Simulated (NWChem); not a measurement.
System: hydrogen telluride (H2Te); SMILES [TeH2]

Parts of the log:

```
             Northwest Computational Chemistry Package (NWChem) 7.3.0
             --------------------------------------------------------

 C2V symmetry detected

                             Geometry "geometry" -> ""
                             -------------------------

 Output coordinates in angstroms (scale by  1.889725989 to convert to a.u.)

  No.       Tag          Charge          X              Y              Z
 ---- ---------------- ---------- -------------- -------------- --------------
    1 Te                  52.0000     0.00000000     0.00000000     0.04323256
    2 H                    1.0000     1.17431100     0.00000000    -1.12404644
    3 H                    1.0000    -1.17431100     0.00000000    -1.12404644

 Effective nuclear repulsion energy (a.u.)      33.4634520555

      Symmetry information
      --------------------

 Group name             C2v
 Group number             16
 Group order               4
 No. of unique centers     2

 Summary of "ao basis" -> "ao basis" (spherical)
 ------------------------------------------------------------------------------
       Tag                 Description            Shells   Functions and Types
 ---------------- ------------------------------  ------  ---------------------
 Te                        def2-tzvpp               16       50   6s5p3d2f
 H                         def2-tzvpp                6       14   3s2p1d

      Symmetry analysis of basis
      --------------------------

        a1         31
        a2          9
        b1         22
        b2         16

            General Information
            -------------------
          SCF calculation type: DFT
          Wavefunction type:  closed shell.
          No. of atoms     :     3
          No. of electrons :    26
           Alpha electrons :    13
            Beta electrons :    13
          Charge           :     0
          Spin multiplicity:     1
          Use of symmetry is: on ; symmetry adaption is: on
          Maximum number of iterations: 150
          AO basis - number of functions:    78
                     number of shells:    28
          Convergence on energy requested:  1.00D-06
          Convergence on density requested:  1.00D-05
          Convergence on gradient requested:  5.00D-04

              XC Information
              --------------
                     Hartree-Fock (Exact) Exchange  1.000

      Superposition of Atomic Density Guess
      -------------------------------------

 Sum of atomic energies:        -312.26787242

      Non-variational initial energy
      ------------------------------

 Total energy =    -268.028178
 1-e energy   =    -498.476639
 2-e energy   =     214.882468
 HOMO         =      -0.258214
 LUMO         =       0.024154

      Symmetry analysis of molecular orbitals - initial
      -------------------------------------------------

  Numbering of irreducible representations:

     1 a1          2 a2          3 b1          4 b2

  Orbital symmetries:

     1 a1          2 b1          3 a1          4 b2          5 b1
     6 a1          7 a1          8 a2          9 b2         10 a1
    11 b1         12 a1         13 b2         14 b1         15 a1
    16 b1         17 a1         18 b2         19 a1         20 a1
    21 a2         22 b2         23 b1

   convergence    iter        energy       DeltaE   RMS-Dens  Diis-err
 ---------------- ----- ----------------- --------- --------- ---------
 d= 0,ls=0.0,diis     1   -268.1380411637 -2.84D+02  2.79D-03  5.55D-02
 d= 0,ls=0.0,diis     2   -268.1514277266 -1.34D-02  9.57D-04  1.43D-02
 d= 0,ls=0.0,diis     3   -268.1530748088 -1.65D-03  4.99D-04  1.50D-03
 d= 0,ls=0.0,diis     4   -268.1534464992 -3.72D-04  1.81D-04  8.62D-05
 d= 0,ls=0.0,diis     5   -268.1534843582 -3.79D-05  4.61D-05  2.97D-06
  Resetting Diis
 d= 0,ls=0.0,diis     6   -268.1534858342 -1.48D-06  9.02D-06  7.75D-08
 d= 0,ls=0.0,diis     7   -268.1534858710 -3.68D-08  1.35D-06  3.17D-09

         Total DFT energy =     -268.153485871002
      One electron energy =     -499.002577613102
           Coulomb energy =      235.712799922826
    Exchange-Corr. energy =      -20.429701244696
 Nuclear repulsion energy =       15.565993063969

 Numeric. integr. density =        0.000000000000

                  Occupations of the irreducible representations
                  ----------------------------------------------

                     irrep           alpha         beta
                     --------     --------     --------
                     a1                6.0          6.0
                     a2                1.0          1.0
                     b1                3.0          3.0
                     b2                3.0          3.0

                       DFT Final Molecular Orbital Analysis
                       ------------------------------------

 Vector   11  Occ=2.000000D+00  E=-5.115136D-01  Symmetry=b1
              MO Center= -5.8D-14,  5.9D-15, -6.8D-01, r^2= 2.2D+00
   Bfn.  Coefficient  Atom+Function         Bfn.  Coefficient  Atom+Function
  ----- ------------  ---------------      ----- ------------  ---------------
    10      0.305533  1 Te px                16     -0.303314  1 Te px
    52     -0.241297  2 H  s                 66      0.241297  3 H  s
    13     -0.236920  1 Te px                53     -0.138796  2 H  s
    67      0.138796  3 H  s                 51     -0.125002  2 H  s
    65      0.125002  3 H  s                 25      0.106817  1 Te d  1

[...]
```

Level: Hartree-Fock/def2-TZVPP with def2 effective core potentials on Te, vertical spin-unrestricted ions. Coordinates come from a PBE0-D3(BJ)/def2-TZVP optimisation. def2 effective core potentials on Te; no spin-orbit coupling.

Which NWChem input produces such a log?

This is not unique; one that fits is the input that was run:
```
start job
memory heap 200 mb stack 900 mb global 1100 mb
geometry units angstroms noautoz
  Te     0.000000     0.000000     0.033963
  H      0.000000    -1.174311    -1.133316
  H      0.000000     1.174311    -1.133316
end
basis spherical
  * library def2-tzvpp
end
ecp
  Te library def2-ecp
end
dft
  xc hfexch
  iterations 150
  vectors input atomic output neutral.movecs
end
task dft energy
charge 1
dft
  odft
  mult 2
  vectors input atomic output cation.movecs
end
task dft energy
```
